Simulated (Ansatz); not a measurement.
`C[CH2][Zn][OH]` → 2 C• + 6 H• + O• + Zn (atom)  (atomization)

Program: Ansatz. Geometries: PBE0-D4/def2-TZVP. ΔE: electronic, gas phase. CCSD(T)/CBS is the MP2 limit (def2-TZVPP, def2-QZVPP) plus CCSD(T) − MP2 in def2-TZVPP, frozen cores. This one scheme is used for every species, atoms too. For atomizations the MP2-based limit and the directly extrapolated one differ by several kJ/mol either way, and by 10 to 25 for some Ge, Se and Sn compounds, so smaller differences from it don't rank the levels. DFT in def2-TZVPP. B3LYP here is the variant with VWN-RPA as its local correlation; programs differ in this. No spin–orbit coupling; open shells (•) take unrestricted orbitals. Spin–orbit coupling would lower the free atoms: a little for C, O. For Zn outer-core shells are correlated without core-valence functions, so the limit isn't a true one: a few kJ/mol of doubt a bond, and 10 to 20 or more in all where bonds break to atoms. Scalar relativity is left out up to krypton. Each species was taken in one conformer, which may not be the lowest.

| level | ΔE (kcal/mol) |
| --- | --- |
| B3LYP | 816.4 |
| SCS-MP2/def2-QZVPP | 831.3 |

What does CCSD(T)/CBS give? (Best estimate.)

The calculation gave: +828.4 kcal/mol. The listed levels differ from it by -12.0, 2.9 kcal/mol.

What do rigid-rotor, harmonic-oscillator terms from PBE0-D4/def2-TZVP frequencies (298.15 K, 1 bar) make of the CCSD(T)/CBS value? (Best estimate.)

Ansatz gave: ΔZPE = -48.5 kcal/mol, ΔH = +789.9 kcal/mol, ΔS = 982 J/(mol·K), ΔG = +719.9 kcal/mol. Open shells count their whole term as degenerate. Modes under 50 cm⁻¹ make the entropy rough.

Largest T1 diagnostic among the species: 0.017.

At CCSD(T), def2-SVP lies −46.5 kcal/mol from the extrapolated value and def2-TZVPP −20.5 kcal/mol: correlation converges slowly with the basis, and small sets miss more of it in the bonded molecule than in its fragments. From BLYP to BHLYP (50 % exact exchange), in def2-TZVPP and without D4, ΔE moves by −17.7 kcal/mol: exact exchange takes away binding that semilocal exchange gives to molecules.
